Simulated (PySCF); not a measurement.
**A small calculation by hand: dipole moment from atomic charges**

C2H4O, SMILES C[C]O (connectivity only; charge and spin as stated), neutral, multiplicity 1. Atoms are numbered in the order given.

```xyz
7

C      0.1313    -1.1360     0.0000
C     -0.6615     0.1346     0.0000
O      0.1267     1.1740     0.0000
H      0.7837    -1.1579     0.8861
H     -0.4969    -2.0242     0.0000
H      0.7837    -1.1579    -0.8861
H      1.0965     0.9560     0.0000
```

The structure is a stationary point at r2SCAN-D4/def2-TZVP. A frequency run showed that this geometry is not a minimum. The values are those of a single conformer.

Charges (e) from PySCF with r2SCAN/def2-TZVPD:

| atom | ESP fit | IAO |
|---|---|---|
| C1 | 0.272 | -0.483 |
| C2 | -0.413 | 0.031 |
| O3 | -0.163 | -0.342 |
| H4 | 0.012 | 0.158 |
| H5 | -0.012 | 0.176 |
| H6 | 0.012 | 0.158 |
| H7 | 0.294 | 0.303 |

The dipole moment of the full density is 3.35 D.

### Question
What dipole moment does each set of point charges give, and which comes closer to that of the density?

### Answer

μ = Σ q r, and 1 e Å = 4.8032 D.
ESP fit: Σ q r = (0.635, -0.278, 0.000) e Å, |μ| = 3.33 D.
IAO: Σ q r = (0.365, -0.281, 0.000) e Å, |μ| = 2.21 D.
ESP fit comes closer in size. Point charges leave out the atoms' own dipoles (lone pairs, polarised bonds); fits to the potential absorb them, partitions of the density don't.
